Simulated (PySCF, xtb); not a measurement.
diarsenic anion (As2), SMILES [As]#[As] (connectivity only; charge and spin as stated), charge -1, multiplicity 2.

Harmonic wavenumbers (cm⁻¹) from GFN2-xTB in xtb at its own minimum, in rising order: 424.

Problem. What does PySCF 2.14.0 with PBE-D3(BJ)/def2-TZVPD give at its own minimum? (An estimate is asked for; the answer gives what the named calculation found.)

Solution. 371. Paired by order, the mean absolute difference is 53 cm⁻¹ and the zero-point energies are 0.6 and 0.5 kcal/mol.
